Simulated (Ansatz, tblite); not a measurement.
Spin states of Ga3H2 (the lowest doublet isomer of a short search), each relaxed with r2SCAN-D4/def2-SVP in Ansatz. Electronic energies in the gas phase.

The xTB rows come from tblite. B3LYP takes the VWN-RPA correlation. Correlated methods freeze 27 core orbitals; core or outer-core shells of Ga are correlated, in sets that lack core-valence functions. The rows differ in basis, and correlated rows in double-zeta sets carry the largest basis error. The structure comes from a short search, and lower isomers may exist.

Doublet geometry (C2v within 0.1 Å):

```xyz
5

Ga    1.1710   -0.4103    0.5629
Ga   -0.8926   -1.6707    0.7814
Ga   -1.2056    0.3465   -0.5334
H    -1.7232    1.5651   -1.4131
H     2.6504    0.1694    0.6022
```

Quartet geometry (C2v within 0.1 Å):

```xyz
5

Ga    1.022   -0.049    0.625
Ga   -1.487   -0.394    1.522
Ga   -0.673    0.141   -0.982
H    -1.328    0.364   -2.382
H     2.467   -0.062    1.217
```

⟨S²⟩: doublet 0.75 at PBE0-D4/def2-TZVP (pure 0.75), quartet 3.76 at PBE0-D4/def2-TZVP (pure 3.75).

Run but left out: HF/STO-3G (doublet: ⟨S²⟩ 3.29, where a pure state has 0.75).

Only these spin states were relaxed.

Problem. Estimate which spin state lies lowest at each of these levels, and by how much: GFN1-xTB; GFN2-xTB; HF/def2-SVP; HF/def2-TZVP; LDA (SPW92)/def2-TZVP; PBE-D4/def2-TZVP; r2SCAN-D4/def2-TZVP; B3LYP-D4/def2-TZVP; PBE0-D4/def2-TZVP; r2SCAN0-D4/def2-TZVP; PBE-QIDH/def2-TZVP; RPA@PBE/def2-TZVP; MP2/def2-SVP; MP2/def2-TZVP; CCSD/def2-SVP; CCSD(T)/def2-SVP.

Solution. 
| level | quartet − doublet (kJ/mol) | lowest of these | remarks |
| --- | --- | --- | --- |
| GFN1-xTB | 265.6 | doublet | – |
| GFN2-xTB | 255.2 | doublet | – |
| HF/def2-SVP | 16.3 | doublet | spin-contaminated (⟨S²⟩ 0.89) (doublet) |
| HF/def2-TZVP | 14.4 | doublet | spin-contaminated (⟨S²⟩ 0.90) (doublet) |
| LDA (SPW92)/def2-TZVP | 94.5 | doublet | – |
| PBE-D4/def2-TZVP | 83.8 | doublet | – |
| r2SCAN-D4/def2-TZVP | 71.6 | doublet | – |
| B3LYP-D4/def2-TZVP | 89.1 | doublet | – |
| PBE0-D4/def2-TZVP | 73.7 | doublet | – |
| r2SCAN0-D4/def2-TZVP | 63.9 | doublet | – |
| PBE-QIDH/def2-TZVP | 74.5 | doublet | – |
| RPA@PBE/def2-TZVP | 83.0 | doublet | – |
| MP2/def2-SVP | 71.2 | doublet | spin-contaminated (⟨S²⟩ 0.89) (doublet) |
| MP2/def2-TZVP | 76.3 | doublet | spin-contaminated (⟨S²⟩ 0.90) (doublet) |
| CCSD/def2-SVP | 66.7 | doublet | spin-contaminated (⟨S²⟩ 0.89) (doublet) |
| CCSD(T)/def2-SVP | 75.6 | doublet | spin-contaminated (⟨S²⟩ 0.89) (doublet) |

Change of the quartet − doublet gap on mixing in exact exchange, in kJ/mol: PBE to PBE0 (25 % exact exchange) -10.1; r2SCAN to r2SCAN0 (25 % exact exchange) -7.7. The xTB methods have no term that favours high spin, so they put low spin too low.
